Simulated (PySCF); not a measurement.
Question: What does the PBE0-D3(BJ)/def2-SVP structure of `N#CSc1ccccc1` look like in three dimensions?

Answer: 
```xyz
14
C7H5NS angstrom
N      3.597    0.464    1.132
C      3.030    0.178    0.159
S      2.281   -0.256   -1.297
C      0.562    0.011   -0.862
C     -0.199   -1.060   -0.392
C     -1.548   -0.862   -0.103
C     -2.126    0.394   -0.286
C     -1.359    1.457   -0.762
C     -0.010    1.270   -1.056
H      0.268   -2.037   -0.251
H     -2.149   -1.695    0.269
H     -3.183    0.545   -0.057
H     -1.812    2.440   -0.906
H      0.602    2.093   -1.430
```

Any rigid rotation of these coordinates is as good. Atoms count from 1 in this order. The 6-membered ring C4–C5–C6–C7–C8–C9 has internal angles of 119.3° to 121.0° (sum 720°, against 720° for a flat polygon); it is planar, 0.00 Å rms from its mean plane, widest ring torsion 1°. All 6 C–C bonds measure 1.393 to 1.396 Å. The 2 C–S bonds span 1.694 Å (C2–S3, drawn single) to 1.793 Å (S3–C4, drawn single), a spread of 0.099 Å.

Bonds between heavy atoms (Å): N1≡C2 1.163, C2–S3 1.694, S3–C4 1.793, C4–C5 1.396, C5–C6 1.393, C6–C7 1.394, C7–C8 1.395, C8–C9 1.393, C4–C9 1.396.

Method: PBE0-D3(BJ)/def2-SVP geometry optimisation, gas phase in PySCF.

Point group: near Cs, missed by 0.14 Å at most; the miss may be what the optimiser left on a soft mode. Whether it is a minimum is left open (no frequencies). The numbers are those of one conformer (C2–S3–C4–C5 -94°).
